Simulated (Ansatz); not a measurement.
Stepwise reaction of `C[Si](C)(N)N` with hydrogen, as a gas-phase model of exchange steps in deposition or etching. ΔE in kJ/mol; ΔG adds harmonic PBE0-D4 terms to CCSD(T)/CBS, at 1 bar.

Program: Ansatz. Geometries: PBE0-D4/def2-TZVP. ΔE: electronic, gas phase. CBS: MP2 limit from def2 TZ/QZ plus the TZ coupled-cluster correction, frozen cores. This one scheme is used for every species. DFT in def2-TZVPP. B3LYP here is the variant with VWN-RPA as its local correlation; programs differ in this. Each species was taken in one conformer, which may not be the lowest.

```tsv
step	reaction	PBE-D4	B3LYP-D4	ωB97M-V	CCSD(T)/CBS	ΔG(600 K)
1	`C[Si](C)(N)N` + H₂ → `C[SiH](N)N` + CH₄	-20.4	-24.7	-21.3	-21.3	-20.7
2	`C[SiH](N)N` + H₂ → `N[SiH2]N` + CH₄	-19.0	-24.0	-20.5	-20.6	-12.8
```

Problem. By hand: ΔE of the 2 steps together at CCSD(T)/CBS.

Solution. (-21.3) + (-20.6) = -41.9 kJ/mol, or -21.0 kJ/mol a step.

In ΔE the steps differ by no more than 0.7 kJ/mol. All are downhill at CCSD(T)/CBS. ΔG lies between -20.7 and -12.8 kJ/mol a step. PBE-D4 differs from CCSD(T)/CBS by 0.9 to 1.6 kJ/mol a step. Isolated molecules leave out the surface, adducts and barriers. Largest T1 diagnostic: 0.010.
